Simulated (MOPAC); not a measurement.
MOPAC input (PM7):

```
PM7 PRECISE GNORM=0.05 LET XYZ CHARGE=-1 GEO-OK AUX(PRECISION=9) THREADS=1
H3O3Si

O    -1.26213500 1   -0.63499000 1    0.61597600 1
Si   -0.04589700 1   -0.23066000 1   -0.58548900 1
O    -0.04721500 1    1.50636800 1   -0.32287600 1
O     1.36339100 1   -0.59978500 1    0.39629000 1
H    -0.79083900 1   -0.84514700 1    1.43309400 1
H    -0.63235300 1    1.67663400 1    0.42718400 1
H     1.63341500 1    0.22501300 1    0.82145300 1
```

Output:

```
 *******************************************************************************
 **                                                                           **
 **                              MOPAC v23.2.5                                **
 **                                                                           **
 *******************************************************************************
 ** MOPAC's Digital Object Identifier: https://doi.org/10.5281/zenodo.6511958 **
 **                                                                           **
 ** Please cite the open-source release paper for use of this MOPAC version:  **
 ** J. E. Moussa and J. J. P. Stewart (2026)                                  **
 ** MOPAC: An open-source semiempirical molecular orbital program             **
 ** J. Open Source Softw., 11(119), 8025, https://doi.org/10.21105/joss.08025 **
 *******************************************************************************

                              PM7 CALCULATION RESULTS

 *******************************************************************************
 *  PM7        - The PM7 Hamiltonian to be used
 *  GEO-OK     - OVERRIDE INTERATOMIC DISTANCE AND OTHER SAFETY CHECKS
 *
 *
 *
 *                 CHARGE ON SYSTEM = -1
 *
 *
 *
 *  LET        - OVERRIDE SOME SAFETY CHECKS
 *  PRECISE    - TIGHTER CRITERIA TO BE USED
 *  XYZ        - CARTESIAN COORDINATE SYSTEM TO BE USED
 *  GNORM      - EXIT WHEN GRADIENT NORM DROPS BELOW 0.050
 *  AUX        - OUTPUT AUXILIARY INFORMATION
 *******************************************************************************
PM7 PRECISE GNORM=0.05 LET XYZ CHARGE=-1 GEO-OK AUX(PRECISION=9) THREADS=1
 H3O3Si

   ATOM   CHEMICAL          X               Y               Z
  NUMBER   SYMBOL      (ANGSTROMS)     (ANGSTROMS)     (ANGSTROMS)

     1       O         -1.26213500  *  -0.63499000  *   0.61597600  *
     2      Si         -0.04589700  *  -0.23066000  *  -0.58548900  *
     3       O         -0.04721500  *   1.50636800  *  -0.32287600  *
     4       O          1.36339100  *  -0.59978500  *   0.39629000  *
     5       H         -0.79083900  *  -0.84514700  *   1.43309400  *
     6       H         -0.63235300  *   1.67663400  *   0.42718400  *
     7       H          1.63341500  *   0.22501300  *   0.82145300  *

          CARTESIAN COORDINATES

    NO.       ATOM           X           Y           Z

     1         O         -1.2621     -0.6350      0.6160
     2        Si         -0.0459     -0.2307     -0.5855
     3         O         -0.0472      1.5064     -0.3229
     4         O          1.3634     -0.5998      0.3963
     5         H         -0.7908     -0.8451      1.4331
     6         H         -0.6324      1.6766      0.4272
     7         H          1.6334      0.2250      0.8215

 General Reference for PM7:
 "Optimization of Parameters for Semiempirical Methods VI: More Modifications to the
 NDDO Approximations and Re-optimization of Parameters", J. J. P. Stewart, J. Mol. Mod., 1:32, 19 (2013)
 https://link.springer.com/article/10.1007/s00894-012-1667-x

           Empirical Formula: H3 O3 Si  =     7 atoms

      MOLECULAR POINT GROUP   :   C3

      RHF CALCULATION, NO. OF DOUBLY OCCUPIED LEVELS = 13

          Geometry optimization using EF

          DIAGONAL MATRIX USED AS START HESSIAN

 CYCLE:     1  GRAD.:   103.181 HEAT: -213.2164
 CYCLE:     2  GRAD.:   160.050 HEAT: -217.8637
 CYCLE:     3  GRAD.:   237.724 HEAT: -197.2972
 CYCLE:     4  GRAD.:   142.825 HEAT: -215.8192
 CYCLE:     5  GRAD.:    54.835 HEAT: -223.0275
 CYCLE:     6  GRAD.:    39.687 HEAT: -228.7240
 CYCLE:     7  GRAD.:    26.209 HEAT: -235.8297
 CYCLE:     8  GRAD.:    39.513 HEAT: -240.9329
 CYCLE:     9  GRAD.:    39.358 HEAT: -242.1803
 CYCLE:    10  GRAD.:   120.270 HEAT: -238.7328
 CYCLE:    11  GRAD.:    40.946 HEAT: -243.4410
 CYCLE:    12  GRAD.:    81.974 HEAT: -241.3411
 CYCLE:    13  GRAD.:    32.613 HEAT: -243.1525
 CYCLE:    14  GRAD.:    46.885 HEAT: -242.5573
 CYCLE:    15  GRAD.:    24.376 HEAT: -243.9236
 CYCLE:    16  GRAD.:    62.455 HEAT: -241.8650
 CYCLE:    17  GRAD.:     4.464 HEAT: -244.2656
 CYCLE:    18  GRAD.:     3.629 HEAT: -244.3029
 CYCLE:    19  GRAD.:     7.623 HEAT: -244.3166
 CYCLE:    20  GRAD.:     5.720 HEAT: -244.3582
 CYCLE:    21  GRAD.:     3.655 HEAT: -244.3860
 CYCLE:    22  GRAD.:     2.876 HEAT: -244.4244
 CYCLE:    23  GRAD.:     1.368 HEAT: -244.4381
 CYCLE:    24  GRAD.:     0.477 HEAT: -244.4404
 CYCLE:    25  GRAD.:     0.104 HEAT: -244.4406
 CYCLE:    26  GRAD.:     0.031 HEAT: -244.4407

     GRADIENT =  0.03077 IS LESS THAN CUTOFF =  0.05000

 -------------------------------------------------------------------------------
 PM7 PRECISE GNORM=0.05 LET XYZ CHARGE=-1 GEO-OK AUX(PRECISION=9) THREADS=1
 H3O3Si

     GEOMETRY OPTIMISED USING EIGENVECTOR FOLLOWING (EF).
     SCF FIELD WAS ACHIEVED

                              PM7 CALCULATION
                                                       MOPAC v23.2.5 Linux

          FINAL HEAT OF FORMATION =       -244.44066 KCAL/MOL =   -1022.73973 KJ/MOL

          COSMO AREA              =         99.23 SQUARE ANGSTROMS
          COSMO VOLUME            =         84.82 CUBIC ANGSTROMS

          GRADIENT NORM           =          0.03077          =       0.01163 PER ATOM
          IONIZATION POTENTIAL    =          2.599144 EV
          HOMO LUMO ENERGIES (EV) =         -2.599  7.952
          NO. OF FILLED LEVELS    =         13
          MOLECULAR WEIGHT        =         79.1074         POINT GROUP:  C3v

          MOLECULAR DIMENSIONS (Angstroms)

            Atom       Atom       Distance
            H     7    H     5     3.70168
            H     6    H     5     3.20468
            O     3    H     5     0.80923

          SCF CALCULATIONS        =         27

   ATOM   CHEMICAL          X               Y               Z
  NUMBER   SYMBOL      (ANGSTROMS)     (ANGSTROMS)     (ANGSTROMS)

     1       O         -1.26915165  *  -0.91734750  *   0.45552016  *
     2      Si          0.00250341  *   0.01236639  *   0.03194422  *
     3       O         -0.24755574  *   1.50317947  *  -0.58114319  *
     4       O          1.51536807  *  -0.59280796  *   0.10910257  *
     5       H         -1.60428606  *  -0.90444561  *   1.34907969  *
     6       H         -0.26508208  *   2.26704904  *  -0.00921125  *
     7       H          2.04474403  *  -0.47910304  *   0.89507883  *

                             CARTESIAN COORDINATES

   1    O       -1.269151654    -0.917347501     0.455520156
   2   Si        0.002503413     0.012366393     0.031944224
   3    O       -0.247555741     1.503179469    -0.581143191
   4    O        1.515368068    -0.592807964     0.109102572
   5    H       -1.604286058    -0.904445609     1.349079693
   6    H       -0.265082084     2.267049035    -0.009211247
   7    H        2.044744033    -0.479103038     0.895078826

           Empirical Formula: H3 O3 Si  =     7 atoms

      MOLECULAR POINT GROUP   :   C3v

                  EIGENVALUES
 -23.45844 -23.45814 -23.43847 -11.45890 -11.45858 -11.37091  -7.86125  -7.82811
  -7.82749  -6.22830  -6.22788  -5.51405  -2.59914   7.95238   7.95303   9.42603
  11.30507  11.30530  14.28426  28.44752  28.44783  28.87542  30.88359  30.88407

              NET ATOMIC CHARGES AND DIPOLE CONTRIBUTIONS

  ATOM NO.   TYPE          CHARGE      No. of ELECS.   s-Pop       p-Pop       d-Pop
    1          O          -0.610940        6.6109     1.72274     4.88820
    2         Si          -0.037463        4.0375     0.42392     3.24323     0.37031
    3          O          -0.610963        6.6110     1.72275     4.88822
    4          O          -0.610971        6.6110     1.72274     4.88823
    5          H           0.290111        0.7099     0.70989
    6          H           0.290111        0.7099     0.70989
    7          H           0.290116        0.7099     0.70988
 DIPOLE           X         Y         Z       TOTAL
 POINT-CHG.     0.261     1.318     3.332     3.593
 HYBRID         0.021     0.107     0.271     0.292
 SUM            0.283     1.424     3.603     3.885

          ATOMIC ORBITAL ELECTRON POPULATIONS

     Atom    s        px        py        pz      x^2-y^2     xz        z^2       yz        xy
    1  O   1.72274   1.68072   1.78597   1.42151
    2 Si   0.42392   0.63664   0.81156   1.79502   0.10825   0.05217   0.04373   0.05364   0.11252
    3  O   1.72275   1.87563   1.40400   1.60858
    4  O   1.72274   1.54440   1.82721   1.51663
    5  H   0.70989
    6  H   0.70989
    7  H   0.70988

 **********************
 *                    *
 * JOB ENDED NORMALLY *
 *                    *
 **********************

 == MOPAC DONE ==
```

The dipole moment of an ion depends on the origin.

The geometry given is a B3LYP-D3(BJ)/def2-TZVP minimum.
